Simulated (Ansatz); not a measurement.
Species: SiH3S2, charge 0, doublet. SiH3S2 (SMILES [S][SiH2]S, doublet).
B3LYP-D3(BJ)/def2-TZVP minimum from Ansatz (a program for electronic structure):
```
Si
H 1 1.4770
H 1 1.4777 2 110.15
S 1 2.1029 2 115.65 3 -131.32
S 1 2.1628 2 105.00 3 120.76
H 5 1.3446 1 94.47 2 -170.51
```
Charge 0, spin multiplicity 2.

Total energies in hartree (Ansatz). Radicals and triplets start from unrestricted determinants; spin-orbit coupling is neglected. Correlated methods leave the cores frozen. No relativity. Where a partner has so few electrons that a lower coupled-cluster level is exact, that level stands in.

| species | HF/cc-pV(T+d)Z | CCSD(T)/cc-pV(T+d)Z | HF/cc-pV(Q+d)Z | CCSD(T)/cc-pV(Q+d)Z | CCSD(T)/cc-pV(D+d)Z | CCSDT(Q)/cc-pV(D+d)Z |
|---|---|---|---|---|---|---|
| 1: SiH3S2 (SMILES [S][SiH2]S, doublet) | -1085.82952 | -1086.34928 | -1085.83999 | -1086.39723 | -1086.18944 | -1086.19184 |
| 2: Si (triplet) | -288.85649 | -288.93344 | -288.85845 | -288.93781 | -288.91643 | -288.91690 |
| 3: S (triplet) | -397.50938 | -397.65444 | -397.51264 | -397.66785 | -397.60412 | -397.60456 |
| 4: H (doublet) | -0.49981 | -0.49981 | -0.49995 | -0.49995 | -0.49928 | -0.49928 |

Task: Work out the atomisation energy (electronic, to ground-state atoms) in kcal/mol: take Hartree-Fock from cc-pV(Q+d)Z, extrapolate the CCSD(T) correlation energy as X^-3 (X = 3, 4), and add CCSDT(Q) - CCSD(T) in cc-pV(D+d)Z. 1 hartree = 627.51 kcal/mol.

Result: 
Species 1: correlation (64·(-0.55724) - 27·(-0.51976))/37 = -0.58459; step -0.00240; E1 = -1085.83999 + (-0.58459) + (-0.00240) = -1086.42698
Species 2: correlation (64·(-0.07936) - 27·(-0.07695))/37 = -0.08112; step -0.00047; E2 = -288.85845 + (-0.08112) + (-0.00047) = -288.94004
Species 3: correlation (64·(-0.15521) - 27·(-0.14506))/37 = -0.16262; step -0.00044; E3 = -397.51264 + (-0.16262) + (-0.00044) = -397.67570
Species 4: correlation (64·(0.00000) - 27·(0.00000))/37 = 0.00000; step +0.00000; E4 = -0.49995 + (0.00000) + (+0.00000) = -0.49995
-1·E1 +1·E2 +2·E3 +3·E4 = 0.63569 hartree = 398.9 kcal/mol.
